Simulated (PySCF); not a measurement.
**Er⁴⁶⁺ (erbium, charge +46) across methods**

[Ar] 3d4, high-spin 5D determinant. Calculation: PySCF 2.14, in an even-tempered Gaussian basis (18 s from 10 bohr⁻², ratio 2.5; 12 p from 13 bohr⁻², ratio 2.5; 7 d from 13 bohr⁻², ratio 2.5; 4 f from 48 bohr⁻², ratio 2.7; 3 g from 72 bohr⁻², ratio 2.7); scalar relativity by spin-free X2C-1e. The B2PLYP total includes its PT2 part (frozen core); its orbital energies are those of the SCF part.

| method | E (hartree) | mean ε 3p α (eV) | mean ε 3p β (eV) | mean ε 3d α (eV) | Σ⟨r²⟩ (bohr²) | ⟨S²⟩ |
| --- | --- | --- | --- | --- | --- | --- |
| r2SCAN | -11306.52 | -4214.4 | -4188.1 | -3843.9 | 0.6343 | 6.000 |
| LDA | -11296.72 | -4202.2 | -4181.5 | -3836.8 | 0.6348 | 6.000 |
| UHF | -11304.79631 | -4283.1 | -4235.4 | -3903.4 | 0.6343 | 6.000 |
| PBE | -11306.14 | -4204.0 | -4183.1 | -3837.9 | 0.6345 | 6.000 |
| PBE0 | -11306.09 | -4224.3 | -4196.8 | -3854.6 | 0.6344 | 6.000 |
| B2PLYP | -11306.36 | -4246.2 | -4211.2 | -3873.0 | 0.6343 | 6.000 |
| TPSS | -11306.52 | -4206.3 | -4184.4 | -3837.7 | 0.6345 | 6.000 |

Spin-orbit coupling is strong in this species (close to jj coupling), so the high-spin LS determinant is a model state, not a physical level.
